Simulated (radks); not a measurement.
Task: Ni13+, configuration [Ne] 3s2 3p2 5d1 (not the ground configuration). Method: non-relativistic Kohn-Sham, TPSS, spin-polarised, spherical densities, point nucleus; open shells are filled with parallel spins first; meta-GGA in the generalised Kohn-Sham scheme; computed with a radial shooting solver on a logarithmic mesh with Libxc functionals. Some entries of the table are withheld. Estimate them.

orbital,occ.,eigenvalue (hartree),r(max) (bohr),<1/r> (bohr^-1)
1s up,1,-315.4519,0.03614,27.52
1s down,1,-315.3866,0.03614,27.53
2s up,1,-51.41321,0.2065,6.007
2s down,1,-51.35857,0.2066,6.009
2p up,3,-46.96420,(1),5.954
2p down,3,-46.88402,(2),5.954
3s up,1,-17.19297,0.5932,2.246
3s down,1,-16.86227,0.5947,2.236
3p up,2,-15.75979,0.5792,(3)
3p down,0,-15.43829,0.5807,(4)
5d up,1,-4.22673,2.332,(5)

Result: 
(1) 2p up r(max) (bohr): 0.1652
(2) 2p down r(max) (bohr): 0.1653
(3) 3p up <1/r> (bohr^-1): 2.180
(4) 3p down <1/r> (bohr^-1): 2.173
(5) 5d up <1/r> (bohr^-1): 0.6331
